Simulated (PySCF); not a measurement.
C2H2F3, SMILES F[C](F)CF (connectivity only; charge and spin as stated), charge +1, multiplicity 1.

Coordinates come from a ωB97X-D3(BJ)/def2-SVP optimisation. The multiplicity is an assumed one; other spin states were not compared. The isomer is the one that the SMILES or the coordinates give; other isomers of the formula were not compared. The values are those of a single conformer.

All values below come from PBE/def2-TZVP (PySCF).

Computed frontier levels, gap, dipole moment and polarisability:
- highest occupied level = -15.10 eV
- lowest empty level = -11.06 eV
- orbital gap = 4.04 eV
- dipole moment about the centre of nuclear charge = 0.518 e·Å
- mean static polarisability = 25.3 bohr³ (3.74 Å³)
- polarisability, principal values = 18.7, 26.5, 30.6 bohr³
